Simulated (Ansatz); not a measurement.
`CC([SiH3])C=N` + H₂Te → `CC([SiH3])[TeH]` + `C=N`  (substitution at a C–C bond)

Gas-phase electronic energies from Ansatz, PBE0-D4/def2-TZVP geometries. CBS: MP2 limit from def2 TZ/QZ plus the TZ coupled-cluster correction, frozen cores. This one scheme is used for every species. DFT in def2-TZVPP. B3LYP here is the variant with VWN-RPA as its local correlation; programs differ in this. def2 core potentials past Kr. For Te outer-core shells are correlated without core-valence functions, which leaves a few kJ/mol of doubt a bond. One conformer a species, not always the lowest.

`CC([SiH3])C=N`:

```xyz
14

C     0.989   -0.978    0.803
C     0.300    0.208    0.127
Si   -1.543    0.259    0.571
C     0.426    0.159   -1.362
N     0.642    1.109   -2.168
H     0.571   -1.927    0.454
H     0.866   -0.944    1.887
H     2.060   -0.989    0.585
H     0.728    1.152    0.486
H    -2.222   -0.941    0.014
H    -1.688    0.251    2.052
H    -2.172    1.485    0.017
H     0.290   -0.838   -1.800
H     0.754    1.993   -1.666
```

H₂Te:

Cartesian coordinates in Å:
```
Te -0.093 0.241 0.733
H -0.800 -0.921 -0.211
H 0.893 0.680 -0.522
```

`CC([SiH3])[TeH]`:

```xyz
12

C    -0.325    0.168    1.533
C     0.322   -0.339    0.250
Si    0.148    0.863   -1.179
Te   -0.620   -2.216   -0.282
H     0.147    1.102    1.852
H    -0.223   -0.548    2.354
H    -1.391    0.368    1.394
H     1.373   -0.575    0.425
H     0.854    2.138   -0.854
H    -1.291    1.157   -1.403
H     0.743    0.295   -2.417
H     0.262   -2.411   -1.673
```

`C=N`:

Z-matrix (Å, degrees):
```
C
N 1 1.261
H 1 1.096 2 124.9
H 1 1.092 2 118.8 3 -180.0
H 2 1.021 1 111.0 3 -0.0
```

```tsv
level	ΔE (kJ/mol)	difference from CCSD(T)/CBS
PBE-D4	18.5	11.6
r2SCAN-D4	22.5	15.6
PBE0-D4	20.3	13.4
B3LYP-D4	16.3	9.4
ωB97X-V	21.0	14.1
ωB97M-V	19.1	12.2
B2PLYP	16.5	9.6
PBE	21.1	14.2
r2SCAN	22.6	15.7
PBE0	22.6	15.7
B3LYP	21.3	14.4
HF/def2-TZVPP	24.7	17.8
MP2/def2-TZVPP	8.0	1.1
SCS-MP2/def2-TZVPP	9.0	2.1
CCSD/def2-TZVPP	15.8	8.9
CCSD(T)/def2-TZVPP	13.6	6.7
HF/def2-QZVPP	24.2	17.3
MP2/def2-QZVPP	3.9	-3.0
SCS-MP2/def2-QZVPP	5.4	-1.5
HF/CBS(def2)	24.1	17.2
MP2/CBS(def2)	1.2	-5.7
CCSD/CBS(def2)	9.1	2.2
CCSD(T)/CBS	6.9	0
```

Largest T1 diagnostic among the species: 0.012.

The D4 term adds −5.0 kJ/mol with B3LYP and −2.3 kJ/mol with PBE0; it sums over pairs of atoms, weighted by their polarisabilities, and B3LYP, whose exchange is more repulsive, gets the larger term. In def2-TZVPP, CCSD(T) changes the Hartree–Fock value by −11.1 kJ/mol (the triples alone add −2.2 kJ/mol) and MP2 by −16.7 kJ/mol.
